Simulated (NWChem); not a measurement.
Species: H2BO2 cation

```xyz
5

O      0.2340    -1.2277     0.0000
B      0.0000     0.0000     0.0000
O     -0.2340     1.2277     0.0000
H     -0.1734    -2.1053     0.0000
H      0.1734     2.1053     0.0000
```
Atoms are numbered in this order, from 1.

This is a stationary point of PBE0/def2-SVP (NWChem), point group C2h. 

Q: Is it a minimum? If not, what does it relax to?

A: No. It has an imaginary frequency of 252i cm⁻¹. Following that mode (on a finer grid) lowers the energy by 0.4 kcal/mol and ends, with real frequencies alone, at point group C2:
```xyz
5

O      0.1969    -1.2355     0.0677
B      0.0000     0.0000     0.0010
O     -0.1969     1.2355     0.0677
H     -0.1461    -2.0529    -0.3236
H      0.1461     2.0529    -0.3236
```
